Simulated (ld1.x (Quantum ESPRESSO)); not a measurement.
## Reading a pseudo-wave (argon)

Columns: radius, all-electron u(r) and pseudo u(r) of the 3p shell (level -22.13 eV) of argon in the configuration [Ne] 3s2 3p5; PBE, non-relativistic, ultrasoft scheme, ld1.x (Quantum ESPRESSO) 7.5.

| r (bohr) | all-electron | pseudo |
| --- | --- | --- |
| 0.075 | 0.1667 | -0.0107 |
| 0.150 | 0.3512 | -0.0421 |
| 0.225 | 0.4117 | -0.0925 |
| 0.300 | 0.3610 | -0.1588 |
| 0.375 | 0.2393 | -0.2373 |
| 0.450 | 0.0826 | -0.3237 |
| 0.525 | -0.0837 | -0.4135 |
| 0.600 | -0.2436 | -0.5023 |
| 0.675 | -0.3881 | -0.5860 |
| 0.750 | -0.5128 | -0.6613 |
| 0.825 | -0.6166 | -0.7259 |
| 0.900 | -0.6997 | -0.7781 |
| 0.975 | -0.7629 | -0.8174 |
| 1.050 | -0.8079 | -0.8442 |
| 1.125 | -0.8369 | -0.8595 |
| 1.200 | -0.8521 | -0.8647 |
| 1.275 | -0.8556 | -0.8615 |
| 1.350 | -0.8495 | -0.8515 |
| 1.425 | -0.8357 | -0.8360 |
| 1.500 | -0.8158 | -0.8158 |
| 1.575 | -0.7911 | -0.7911 |
| 1.650 | -0.7629 | -0.7629 |
| 1.725 | -0.7323 | -0.7323 |
| 1.800 | -0.6999 | -0.6999 |
| 1.875 | -0.6666 | -0.6666 |
| 1.950 | -0.6329 | -0.6329 |

(1) How many radial nodes do the two functions have?

(2) At about which radius was the pseudo-wave matched?

(3) Where does each function peak?

(4) Is the pseudo-wave norm-conserving?

## Answers

(1) The all-electron 3p function has n − l − 1 = 1; the pseudo-wave has 0, since the states of the same l below it are removed with the core.

(2) 1.50 bohr, where the columns begin to agree (steps of 0.07 bohr).

(3) Outermost all-electron maximum near 1.27 bohr, pseudo maximum near 1.20 bohr (to the table’s step).

(4) No, it belongs to an ultrasoft set: the norm inside the radius is not constrained, and the difference is carried by the augmentation charge.
